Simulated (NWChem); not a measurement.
Molecule: TaSF$_{3}$; SMILES [F][Ta]([F])([F])=[S]

Computed with NWChem. Geometry: optimised at PBE0/def2-SVP. def2 effective core potentials on Ta; no spin-orbit coupling. Field at 589 nm.

For level B3LYP/def2-SVPD:

| Property | Result |
|---|---|
| isotropic polarisability (bohr³) | 60.7 |
| anisotropy (bohr³) | 28.5 |

Question: How do the values read with level B3LYP/def2-SVP instead?

Answer: 
| Item | Value |
|---|---|
| isotropic polarisability (bohr³) | 49.0 |
| anisotropy (bohr³) | 26.2 |
